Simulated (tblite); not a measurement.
Compound: C₆H₁₈N₂Si.
SMILES with atom numbers: `[CH3:1][CH2:2][CH:3]([CH2:4][CH3:5])[Si@@H:6]([NH2:7])[NH:8][CH3:9]` (hydrogens: H10, H11, H12 on C1; H13, H14 on C2; H15 on C3; H16, H17 on C4; H18, H19, H20 on C5; H21 on Si6; H22, H23 on N7; H24 on N8; H25, H26, H27 on C9)

Structure optimised with GFN2-xTB, isolated species.

Some entries are withheld. Bonds in one row agree within 0.01 Å.

| coordinate | value |
| --- | --- |
| C1–C2 | ? |
| C2–C3 | 1.530 Å |
| C3–C4 | 1.530 Å |
| C4–C5 | 1.523 Å |
| C3–Si6 | ? |
| Si6–N7 | ? |
| Si6–N8 | 1.721 Å |
| N8–C9 | 1.440 Å |
| C1–H10, C1–H11, C1–H12 | 1.088 Å |
| C2–H13 | 1.095 Å |
| C2–H14 | 1.091 Å |
| C3–H15 | 1.096 Å |
| C4–H16 | 1.092 Å |
| C4–H17 | 1.096 Å |
| C5–H18, C5–H19, C5–H20 | 1.088 Å |
| Si6–H21 | 1.477 Å |
| N7–H22, N7–H23 | 1.007 Å |
| N8–H24 | 1.008 Å |
| C9–H25, C9–H27 | 1.090 Å |
| C9–H26 | 1.097 Å |
| C1–C2–C3 | 112.8° |
| C2–C3–C4 | 110.9° |
| C2–C3–Si6 | 112.4° |
| C4–C3–Si6 | 112.1° |
| C3–C4–C5 | ? |
| C3–Si6–N7 | 107.9° |
| C3–Si6–N8 | 108.8° |
| N7–Si6–N8 | ? |
| Si6–N8–C9 | ? |

Q: Fill in the missing values.

A: 
- C1–C2 = 1.523 Å, drawn single (methyl carbon to chain CH2 carbon); equal to the sum of covalent radii, 1.52 Å.
- C3–Si6 = 1.903 Å, drawn single (sp3 carbon bound to silicon to SiH silicon); 0.03 Å above the sum of covalent radii, 1.87 Å.
- Si6–N7 = 1.733 Å, drawn single (SiH silicon to silicon-bound nitrogen); 0.09 Å below the sum of covalent radii, 1.82 Å.
- C3–C4–C5 = 114.2°, at the chain CH2 carbon; the outer atoms are 2.564 Å apart.
- N7–Si6–N8 = 110.7°, at the SiH silicon; the outer atoms are 2.842 Å apart.
- Si6–N8–C9 = 122.3°, at the silicon-bound nitrogen; the outer atoms are 2.772 Å apart.

Radii are Cordero's, carbon taken as 0.76, 0.73 or 0.69 Å for four, three, and two or fewer neighbours.

Its GFN2-xTB frequencies are all real (lowest 42 cm⁻¹). The numbers are those of one conformer (C1–C2–C3–C4 -165°, C2–C3–C4–C5 -64°, C2–C3–Si6–N7 162°, C3–Si6–N7–H 166° and -56°, C3–Si6–N8–C9 -177°). 3 starts were optimised and ended at 0.00, 0.15 and 1.53 kcal/mol (GFN2-xTB); the lowest of these is shown.

These are computed values.
